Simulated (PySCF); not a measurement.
## Spinor energies of Sn⁻ (tin, charge -1)

Start: [Kr] 4d10 5s2 5p3; 5p1/2 filled at m_j = -1/2, +1/2; 5p3/2 filled at m_j = +3/2. Calculated with PySCF 2.14 in x2c-SVPall-2c with one added diffuse shell each of s, p type (7s9p4d, 54 functions): generalised Hartree-Fock with the X2C-1e Hamiltonian and a Gaussian nucleus; one run each with spin-orbit coupling (SO) switched off, then screened by Boettger's factors.

```
spinor shell  electrons  ε, spin-free (eV)  ε, screened SO (eV)  weight of nominal j (screened SO)  rms radius, screened SO (bohr)
       1s1/2          2           -29336.0             -29333.3                              1.000                          0.0333
       2s1/2          2            -4515.1              -4514.3                              1.000                           0.136
       2p1/2          2            -4046.7              -4206.8                              1.000                           0.118
       2p3/2          4            -4046.7              -3973.4                              1.000                           0.123
       3s1/2          2            -905.91              -905.68                              1.000                           0.361
       3p1/2          2            -748.81              -778.91                              1.000                           0.354
       3p3/2          4            -748.81              -734.91                              1.000                           0.366
       3d3/2          4            -507.34              -512.47                              1.000                           0.340
       4s1/2          2            -153.82              -153.75                              1.000                           0.873
       4p1/2          2            -103.90              -109.28                              1.000                           0.932
       4p3/2          4            -103.90              -101.37                              1.000                           0.958
       4d3/2          4            -29.309              -29.917                              0.993                            1.19
       4d5/2          6            -29.309              -28.831                              0.995                            1.19
       5s1/2          2             -8.016               -8.001                              1.000                            2.78
       5p1/2          2             -1.580               -1.675                              0.568                            3.99
       5p3/2          1             -1.580               -1.393                              1.000                            4.15
```

Problem. Where does 3d5/2 lie, and what is the 3d spin-orbit splitting (screened SO)?

Solution. At -503.68 eV, 8.790 eV above 3d3/2.

```tsv
quantity	spin-free	screened SO
E (hartree)	-6172.45476	-6173.88397
M_J	3/2	3/2
⟨J²⟩	3.755	3.756
⟨L²⟩	0.000	0.040
⟨S²⟩	3.755	3.737
```

Each row is a mean over spinors that exchange with the open shell spreads, by up to 4.477 eV (5s1/2).

Rows whose weight is well below 1 are mixtures of j = l ± 1/2: exchange outweighs spin-orbit coupling there, and the label is only the starting occupation.

Breit and QED terms are absent; they matter most for the inner s and p1/2 levels.

Densities and radii are taken from the X2C orbitals without a picture-change correction, which distorts them close to the nucleus.

Without spin-orbit coupling the j labels of p, d and f shells carry no meaning; the spin-free column gives the mean over the occupied spinors of each nl shell.
